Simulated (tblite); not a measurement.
C₆H₃Cl₂ (doublet state).
Atom-mapped SMILES: `[CH:1]=[C:2]1[CH:3]=[C:4]([Cl:5])[C:6]([Cl:7])=[CH:8]1` (hydrogens: H9 on C1; H10 on C3; H11 on C8)

Calculated harmonic vibrations of the isolated species, GFN2-xTB (tblite), most abundant isotopes, no scaling. The method is semi-empirical: single wavenumbers can be off by several per cent or more. Open shells enter through the occupations alone, without spin polarisation, and single modes of such species can be off by tens of per cent.

Harmonic wavenumbers (cm⁻¹): 132.6, 145.4, 161.6, 235.0, 326.3, 385.9, 429.4, 474.8, 567.1, 584.5, 649.0, 672.9, 704.9, 764.7, 792.7, 922.2, 931.0, 1100.1, 1105.7, 1153.7, 1253.3, 1530.5, 1574.6, 1678.7, 3172.7, 3174.5, 3205.2.

A = 2036, B = 1248, C = 773.7 MHz; mass 144.961 u (most abundant isotopes); point group Cs, symmetry number 1; spin multiplicity 2.

Problem. Zero-point energy?

Solution. Half the sum of the wavenumbers: 13914 cm⁻¹ = 39.78 kcal/mol.

Problem. What is S at 273.15 K and 1 bar for an ideal gas of classical rigid rotors and harmonic oscillators?

Solution. Translation 40.42, rotation 29.22, vibration 15.01, spin (R ln 2) 1.38: S = 86.0 cal/(mol K).

Problem. And Cp and H(273.15 K) − H(0)?

Solution. Cp = 27.78 cal/(mol K), of which vibrations give 19.83 (their classical limit is 27 R = 53.7); H(273.15 K) − H(0) = 4.65 kcal/mol without the zero-point energy, 2.48 from vibrations.

Problem. How do the functions run with temperature in this model?

Solution. 
```tsv
T (K)	S (cal/(mol K))	Cp (cal/(mol K))	H − H(0) (kcal/mol)	G − H(0) (kcal/mol)	ln q(vib)
50	58.0	9.7	0.42	-2.48	0.05
100	66.1	14.0	1.01	-5.60	0.45
298.15	88.5	29.5	5.36	-21.03	3.41
373.15	95.7	34.2	7.76	-27.94	4.70
500	106.5	40.1	12.49	-40.78	6.89
750	124.3	47.3	23.51	-69.73	11.01
1000	138.5	51.4	35.89	-102.65	14.73
```

q(vib) and H(0) count from the zero-point level.

Problem. Blend soft modes into free rotors: weight 1/[1 + (100 cm⁻¹/ν̃)⁴] for the oscillator and the rest for a rotor with moment μB/(μ + B), μ = h/(8π²ν), B = 10⁻⁴⁴ kg m². What vibrational entropy results?

Solution. 14.93 cal/(mol K) in place of 15.01, which changes −T·S at 273.15 K by +0.02 kcal/mol.

Problem. Which modes carry the vibrational entropy at 273.15 K?

Solution. 132.6 cm⁻¹: 2.74; 145.4 cm⁻¹: 2.57; 161.6 cm⁻¹: 2.37; 235.0 cm⁻¹: 1.69; 326.3 cm⁻¹: 1.14; 385.9 cm⁻¹: 0.89 cal/(mol K); the other 21 give 3.63 together.

Hindered rotation and anharmonicity are outside this model.
